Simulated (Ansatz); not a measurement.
Stepwise reaction of `[F][GeH]([F])[GeH3]` with hydrogen chloride, as a gas-phase model of exchange steps in deposition or etching. ΔE in kJ/mol; ΔG adds harmonic PBE0-D4 terms to CCSD(T)/CBS, at 1 bar.

Isolated molecules relaxed with PBE0-D4/def2-TZVP in Ansatz; ΔE leaves out vibrations. CBS: MP2 limit from def2 TZ/QZ plus the TZ coupled-cluster correction, frozen cores. This one scheme is used for every species. Functionals use def2-TZVPP. B3LYP here is the variant with VWN-RPA as its local correlation; programs differ in this. For Ge outer-core shells are correlated without core-valence functions, which leaves a few kJ/mol of doubt a bond. Scalar relativity is left out up to krypton.

```tsv
step	reaction	PBE-D4	B3LYP-D4	ωB97M-V	CCSD(T)/CBS	ΔG(600 K)
2	`[F][GeH]([Cl])[GeH3]` + HCl → `[Cl][GeH]([Cl])[GeH3]` + H–F	-15.7	-12.5	-12.4	-18.5	-11.7
```

Give the row of step 1, `[F][GeH]([F])[GeH3]` + HCl → `[F][GeH]([Cl])[GeH3]` + H–F. (Best estimate.)

Ansatz gave: 
```tsv
step	reaction	PBE-D4	B3LYP-D4	ωB97M-V	CCSD(T)/CBS	ΔG(600 K)
1	`[F][GeH]([F])[GeH3]` + HCl → `[F][GeH]([Cl])[GeH3]` + H–F	-13.2	-9.3	-9.5	-14.8	-8.5
```

By hand: ΔE of the 2 steps together at CCSD(T)/CBS.

(-14.8) + (-18.5) = -33.3 kJ/mol, or -16.6 kJ/mol a step.

In ΔE the steps differ by no more than 3.7 kJ/mol. All are downhill at CCSD(T)/CBS. ΔG lies between -11.7 and -8.5 kJ/mol a step. PBE-D4 differs from CCSD(T)/CBS by 1.6 to 2.8 kJ/mol a step. Isolated molecules leave out the surface, adducts and barriers. Largest T1 diagnostic: 0.012.
